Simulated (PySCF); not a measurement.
CH3Cd, neutral, multiplicity 2. Atoms are numbered in the order given.

```xyz
5

Cd     0.0000     0.0000    -0.3828
C      0.0000     0.0000     1.9437
H      0.9056     0.5228     2.2381
H      0.0000    -1.0457     2.2381
H     -0.9056     0.5228     2.2381
```
Charge 0, spin multiplicity 2.

Geometry: B3LYP-D3(BJ)/def2-TZVP. The spin state was assumed, not searched. The isomer is the one that the SMILES or the coordinates give; other isomers of the formula were not compared. The def2 effective core potentials stand for the cores of Cd; spin–orbit coupling is left out.

Calculation: PySCF 2.14.0 with B3LYP-D3(BJ)/def2-TZVP.

Frequencies are harmonic and unscaled.

Modes within 1.5 cm⁻¹ of each other (mostly degenerate sets) share a row, with their intensities summed.

| mode | ν (cm⁻¹) | IR (km/mol) | moving atoms (share of kinetic energy) |
|---|---|---|---|
| 1 | 277 | 0.7 | C 77 %, Cd 12 %, H 11 % |
| 2–3 | 574 | 4.3 | H 91 %, C 9 % |
| 4 | 995 | 26.2 | H 88 %, C 12 % |
| 5–6 | 1434 | 4.9 | H 93 % |
| 7 | 3058 | 11.0 | H 99 % |
| 8–9 | 3179 | 12.4 | H 90 %, C 10 % |
